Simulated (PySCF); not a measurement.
## Electronic absorption of 4-chloroanisole

4-chloroanisole, C₇H₇ClO.
SMILES: `c1c(OC)ccc(Cl)c1`

Level of theory: TDDFT wB97X-D/def2-SVPD, vertical, gas phase, core orbitals frozen in the response (PySCF). Geometry: GFN2-xTB, one conformer, isolated molecule. Torsions of this conformer, `[CH3:1][O:2][c:3]1[cH:4][cH:5][c:6]([Cl:7])[cH:8][cH:9]1`: C1–O2–C3–C4 180°.

```tsv
state	λ (nm)	E (eV)	f	symmetry	main configurations (H = HOMO, L = LUMO)
S1	246.7	5.03	0.031	A′	H→L (84%), H-1→L+1 (13%)
S2	214.0	5.79	0.204	A′	H→L+1 (82%), H-1→L (14%)
S3	193.2	6.42	0.0009	–	H→L+2 (51%), H→L+3 (34%)
S4	181.2	6.84	0.018	A″	H→L+3 (28%), H→L+2 (26%), H→L+6 (17%)
S5	178.6	6.94	0.670	A′	H-1→L (74%), H→L+1 (13%)
S6	176.2	7.04	0.389	A′	H-1→L+1 (75%), H→L (11%), H-1→L (9%)
S7	168.5	7.36	0.0001	–	H→L+5 (40%), H→L+4 (31%), H→L+6 (10%)
S8	167.4	7.40	0.0019	–	H→L+4 (47%), H→L+5 (19%), H→L+3 (9%)
```

Triplets (Tamm–Dancoff): T1 4.01 eV, H→L+1 (49%), H→L (31%), H-1→L (14%); T2 4.23 eV, H→L (64%), H→L+1 (29%); T3 4.81 eV, H-1→L (79%), H→L+1 (17%).

The lowest singlet comes at 247 nm (485 kJ/mol) in the ultraviolet; it is of moderate strength; its leading configuration is HOMO→LUMO (84%). The strongest level in the table is S5 at 6.94 eV (179 nm, f = 0.670). Löwdin shares by element: HOMO carbon 31% or more, oxygen 17%, chlorine 16% (atoms not listed hold the other 36%); LUMO carbon 72% or more (atoms not listed hold the other 28%). The listed states span 2.38 eV, and the widest gap between neighbours is 0.77 eV (S1 to S2). Of the 8 states listed, 5 reach f = 0.01 and 1 stays under 0.0005. Weighted by f, the mean energy of these states is 6.75 eV. Symmetry labels in Cs follow from the direction of the transition dipole and are given only for states with f of 0.002 or more. The window holds the lowest 8 singlets.

The run took 57 s wall on an Arm Neoverse V1 with one thread, no GPU, shared host with 32 logical CPUs at a one-minute load of 11, and the process peaked at 1.1 GiB of memory.
